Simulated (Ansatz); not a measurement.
Reaction (ligand exchange at a B–C bond): `CB(N)C=[Se]` + CH₃OH → `COB(C)N` + `C=[Se]`

Isolated molecules relaxed with PBE0-D4/def2-TZVP in Ansatz; ΔE leaves out vibrations. CCSD(T)/CBS is the MP2 limit (def2-TZVPP, def2-QZVPP) plus CCSD(T) − MP2 in def2-TZVPP, frozen cores. This one scheme is used for every species. Functionals use def2-TZVPP. B3LYP here is the variant with VWN-RPA as its local correlation; programs differ in this. For Se outer-core shells are correlated without core-valence functions, which leaves a few kJ/mol of doubt a bond. Scalar relativity is left out up to krypton. One conformer a species, not always the lowest.

`CB(N)C=[Se]`:

```xyz
11

C     0.568   -0.778    1.038
B    -0.152    0.025   -0.099
N    -1.464   -0.264   -0.481
C     0.539    1.202   -0.884
Se    2.192    1.746   -0.648
H     1.498   -1.220    0.669
H     0.867   -0.108    1.849
H    -0.047   -1.575    1.463
H    -2.011   -0.995   -0.057
H    -1.952    0.235   -1.206
H    -0.038    1.733   -1.646
```

CH₃OH:

Z-matrix (Å, degrees):
```
C
O 1 1.409
H 1 1.097 2 112.4
H 1 1.090 2 107.0 3 -118.5
H 1 1.097 2 112.4 3 123.0
H 2 0.959 1 108.5 3 -61.6
```

`COB(C)N`:

Z-matrix (Å, degrees):
```
C
O 1 1.404
H 1 1.095 2 111.9
H 1 1.096 2 111.8 3 121.7
H 1 1.091 2 108.0 3 -119.2
B 2 1.375 1 121.5 3 -60.0
N 6 1.405 2 115.7 1 -179.9
C 6 1.577 2 122.6 1 0.2
H 7 1.005 6 122.2 2 -0.0
H 7 1.002 6 123.1 2 -180.0
H 8 1.092 6 112.8 2 -179.5
H 8 1.095 6 111.2 2 59.6
H 8 1.095 6 111.3 2 -58.5
```

`C=[Se]`:

```xyz
4

C    -0.043   -0.002   -0.143
Se    0.457    0.026    1.524
H     0.564   -0.469   -0.915
H    -0.979    0.446   -0.467
```

Q: Is it downhill or uphill in electronic energy at CCSD(T)/CBS, and by how much? (Estimate.)

A: The calculation gave: Downhill: ΔE = -92.4 kJ/mol.

Q: What do these levels give: PBE-D4, r2SCAN-D4, PBE0-D4, ωB97M-V, B2PLYP, PBE, r2SCAN, PBE0, B3LYP, MP2/def2-TZVPP, SCS-MP2/def2-QZVPP, CCSD/CBS(def2)? (Estimate.)

A: Computed: PBE-D4 -84.7, r2SCAN-D4 -93.6, PBE0-D4 -89.1, ωB97M-V -97.5, B2PLYP -96.6, PBE -86.3, r2SCAN -93.9, PBE0 -90.8, B3LYP -97.4, MP2/def2-TZVPP -91.3, SCS-MP2/def2-QZVPP -92.9, CCSD/CBS(def2) -95.0 kJ/mol.

Largest T1 diagnostic among the species: 0.015.

In def2-TZVPP, CCSD(T) changes the Hartree–Fock value by +15.6 kJ/mol (the triples alone add +2.6 kJ/mol) and MP2 by +19.2 kJ/mol. From PBE to PBE0 (25 % exact exchange), in def2-TZVPP and without D4, ΔE moves by −4.4 kJ/mol.
